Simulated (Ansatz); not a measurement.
H4InO3P (`OP(O)[O][InH2]`). Charge 0, multiplicity 1. In takes the def2 core potential. All single points use the PBE0-D4/def2-TZVP geometry. It is one conformer, not always the lowest.

```xyz
9

O    -1.516   -0.604   -1.675
P     0.061   -0.323   -1.446
O    -0.037    1.075   -0.389
O     0.457   -1.261   -0.261
In    0.839   -0.066    1.431
H    -1.964   -0.913   -0.876
H     0.120    1.918   -0.825
H     2.475    0.410    1.485
H    -0.435   -0.235    2.555
```

(1) What is the dipole moment at PBE/def2-TZVPP? (Estimate.)

(2) And with r2SCAN, B3LYP, ωB97M-V? (An estimate is asked.)

(3) Give the Mulliken charges with PBE, r2SCAN, B3LYP in def2-TZVPP. (An estimate is asked.)

## Answers

(1) Computed: 2.73 D, with components (-0.05, 2.05, 1.80) D in this frame, pointing from negative to positive charge.

(2) Ansatz gave: r2SCAN 2.85 D, B3LYP 2.80 D, ωB97M-V 2.81 D.

(3) The calculation gave: 
```csv
atom,PBE,r2SCAN,B3LYP
O1,-0.31,-0.37,-0.36
P2,0.44,0.54,0.57
O3,-0.35,-0.42,-0.41
O4,-0.50,-0.59,-0.58
In5,0.60,0.68,0.68
H6,0.18,0.20,0.18
H7,0.19,0.21,0.19
H8,-0.12,-0.12,-0.13
H9,-0.13,-0.13,-0.14
```

B3LYP here is the variant with VWN-RPA as its local correlation; programs differ in this.
